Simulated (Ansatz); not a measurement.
Compare A (`S[CH]1[NH][GeH2]1`) with its isomer B (`N=[C](S)[GeH3]`).

Program: Ansatz. Geometries: PBE0-D4/def2-TZVP. ΔE: electronic, gas phase. CCSD(T)/CBS adds triple-zeta CCSD(T) − MP2 to the extrapolated MP2 energy (def2 sets, frozen cores). Functionals use def2-TZVPP. B3LYP here is the variant with VWN-RPA as its local correlation; programs differ in this. For Ge outer-core shells are correlated without core-valence functions, which leaves a few kJ/mol of doubt a bond. Scalar relativity is left out up to krypton. One conformer a species, not always the lowest.

(1) Which is lower in electronic energy at CCSD(T)/CBS, and by how much? (Estimate.)

(2) Give E(B) − E(A) in kcal/mol with HF/def2-TZVPP, B3LYP-D4, CCSD(T)/def2-TZVPP, MP2/def2-TZVPP, B2PLYP, PBE-D4, PBE0-D4. (Estimate.)

Largest T1 diagnostic: 0.013.

Answers

(1) Computed: B, by 16.5 kcal/mol.

(2) Computed: HF/def2-TZVPP -24.8, B3LYP-D4 -20.5, CCSD(T)/def2-TZVPP -18.6, MP2/def2-TZVPP -15.7, B2PLYP -19.2, PBE-D4 -17.1, PBE0-D4 -16.3. None reverses the order clearly.

From PBE to PBE0 (25 % exact exchange), in def2-TZVPP and without D4, E(B) − E(A) moves by +0.9 kcal/mol. In def2-TZVPP, CCSD(T) changes the Hartree–Fock value by +6.3 kcal/mol (the triples alone add +0.3 kcal/mol) and MP2 by +9.1 kcal/mol.
